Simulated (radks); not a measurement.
Values are calculated unless marked as measured or tabulated.
Question: All-electron atom: Tb2+ in [Xe] 4f9. Code: a radial shooting solver on a logarithmic mesh with Libxc functionals. Model: scalar-relativistic Kohn-Sham, PBE, spin-polarised, spherical densities, finite nucleus; open shells are filled with parallel spins first (spin-orbit coupling, left out, can overturn this in heavy ions); Fermi nuclear charge, rms radius 5.06 fm; hard spherical wall at 5 bohr. Some entries of the table are withheld. Estimate them.

| orbital | occ. | eigenvalue (eV) | <r^2> (bohr^2) |
|---|---|---|---|
| 1s up | 1 | -51865.01 | 0.0006317 |
| 1s down | 1 | -51865.01 | 0.0006317 |
| 2s up | 1 | -8608.752 | 0.009889 |
| 2s down | 1 | -8608.716 | 0.009889 |
| 2p up | 3 | -7651.766 | 0.007987 |
| 2p down | 3 | -7651.741 | 0.007987 |
| 3s up | 1 | -1920.294 | 0.06550 |
| 3s down | 1 | -1918.448 | 0.06542 |
| 3p up | 3 | -1625.085 | 0.06574 |
| 3p down | 3 | -1623.246 | 0.06564 |
| 3d up | 5 | -1240.100 | 0.05512 |
| 3d down | 5 | -1238.695 | 0.05501 |
| 4s up | 1 | -392.6426 | 0.3311 |
| 4s down | 1 | -388.4214 | 0.3311 |
| 4p up | 3 | -295.4602 | 0.3745 |
| 4p down | 3 | -291.2729 | 0.3747 |
| 4d up | 5 | -162.0374 | 0.4518 |
| 4d down | 5 | -157.8921 | 0.4531 |
| 5s up | 1 | -62.1506 | 1.959 |
| 5s down | 1 | -59.9625 | 2.008 |
| 5p up | 3 | -39.2097 | 2.722 |
| 5p down | 3 | -37.6132 | 2.814 |
| 4f up | 7 | -18.0225 | 1.019 |
| 4f down | 2 | -14.4237 | 1.154 |
| 5d up | 0 | (1) | 5.566 |
| 5d down | 0 | (2) | 5.758 |
| 6s up | 0 | -12.1917 | 8.860 |
| 6s down | 0 | -11.7358 | 8.954 |
| 6p up | 0 | (3) | 9.915 |
| 6p down | 0 | (4) | 9.969 |

Answer: 
(1) 5d up eigenvalue (eV): -13.2051
(2) 5d down eigenvalue (eV): -12.5108
(3) 6p up eigenvalue (eV): -5.3775
(4) 6p down eigenvalue (eV): -4.9144
